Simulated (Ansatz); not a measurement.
System: H$_{2}$GeOBr, charge 0, doublet. H2GeOBr (SMILES [OH][GeH][Br], doublet).
B3LYP-D3(BJ)/def2-TZVP minimum from Ansatz (a quantum-chemistry and plane-wave program):
```
Ge
O 1 1.7937
H 2 0.9649 1 112.77
H 1 1.5737 2 108.15 3 44.41
Br 1 2.3346 4 108.07 2 -112.19
```
Charge 0, spin multiplicity 2.

Total energies in hartree (Ansatz). Open shells are spin-unrestricted; no spin-orbit coupling. Correlated methods leave the cores frozen (noble-gas shells, and filled d and f shells in the p block). No relativity. Where a partner has so few electrons that a lower coupled-cluster level is exact, that level stands in. Spin-orbit terms, left out, reach several kcal/mol for Br and I, and more for heavier atoms.

```tsv
species	HF/cc-pVTZ	CCSD(T)/cc-pVTZ	HF/cc-pVQZ	CCSD(T)/cc-pVQZ	CCSD(T)/cc-pVDZ	CCSDT(Q)/cc-pVDZ
1: H2GeOBr (SMILES [OH][GeH][Br], doublet)	-4723.96732	-4724.51356	-4723.98112	-4724.57193	-4724.20002	-4724.20210
2: Ge (triplet)	-2075.36107	-2075.42794	-2075.36359	-2075.43284	-2075.34866	-2075.34895
3: O (triplet)	-74.81176	-74.97396	-74.81729	-74.99357	-74.90995	-74.91013
4: Br (doublet)	-2572.44509	-2572.60263	-2572.44802	-2572.62195	-2572.47590	-2572.47619
5: H (doublet)	-0.49981	-0.49981	-0.49995	-0.49995	-0.49928	-0.49928
```

Task: Work out the atomisation energy (electronic, to ground-state atoms) in kJ/mol: take Hartree-Fock from cc-pVQZ, extrapolate the CCSD(T) correlation energy as X^-3 (X = 3, 4), and add CCSDT(Q) - CCSD(T) in cc-pVDZ. 1 hartree = 2625.5 kJ/mol.

Result: 
Species 1: correlation (64·(-0.59081) - 27·(-0.54624))/37 = -0.62333; step -0.00208; E1 = -4723.98112 + (-0.62333) + (-0.00208) = -4724.60653
Species 2: correlation (64·(-0.06925) - 27·(-0.06687))/37 = -0.07099; step -0.00029; E2 = -2075.36359 + (-0.07099) + (-0.00029) = -2075.43487
Species 3: correlation (64·(-0.17628) - 27·(-0.16220))/37 = -0.18655; step -0.00018; E3 = -74.81729 + (-0.18655) + (-0.00018) = -75.00402
Species 4: correlation (64·(-0.17393) - 27·(-0.15754))/37 = -0.18589; step -0.00029; E4 = -2572.44802 + (-0.18589) + (-0.00029) = -2572.63420
Species 5: correlation (64·(0.00000) - 27·(0.00000))/37 = 0.00000; step +0.00000; E5 = -0.49995 + (0.00000) + (+0.00000) = -0.49995
-1·E1 +1·E2 +1·E3 +1·E4 +2·E5 = 0.53354 hartree = 1400.8 kJ/mol.
